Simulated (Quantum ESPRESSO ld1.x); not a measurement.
Excited configurations of Er3+: one electron is placed in a higher orbital outside [Xe] 4f10. The ground configuration is [Xe] 4f11. All-electron calculation, Dirac Kohn-Sham, PBE, spin-unpolarised, spherical densities, point nucleus; open shells fill j = l - 1/2 first. Program: ld1.x of Quantum ESPRESSO 7.5. Excitation = E - E(ground); binding = E(ion) - E, where the ion is the core of charge +4; n* = 4/sqrt(2 binding) in atomic units, and the quantum defect is n - n*.

| outer orbital | excitation (eV) | binding (eV) | n* | <r> (bohr) |
|---|---|---|---|---|
| 5d3/2 | 12.131 | 32.784 | 2.577 | 1.978 |
| 5f5/2 | 30.694 | 14.220 | 3.913 | 4.186 |
| 6p1/2 | 20.570 | 24.345 | 2.990 | 3.273 |
| 6f5/2 | 35.496 | 9.419 | 4.807 | 7.299 |
| 7s1/2 | 29.003 | 15.912 | 3.699 | 5.285 |
| 7p1/2 | 31.182 | 13.732 | 3.982 | 5.902 |
| 7d3/2 | 34.899 | 10.016 | 4.662 | 7.650 |
| 7f5/2 | 38.330 | 6.584 | 5.750 | 11.16 |

The Delta-SCF ionisation energy is 44.915 eV (NIST Atomic Spectra Database: 42.42 eV, semi-empirical). Self-interaction in the functional shifts the binding energies and quantum defects, so they are the method's values and not measured ones. Spin polarisation and multiplet splitting are left out, so open shells lie too high by an amount that depends on their filling.

Beside tabulated values, note that spin-unpolarised runs miss the spin-polarisation part of the exchange energy of open shells.
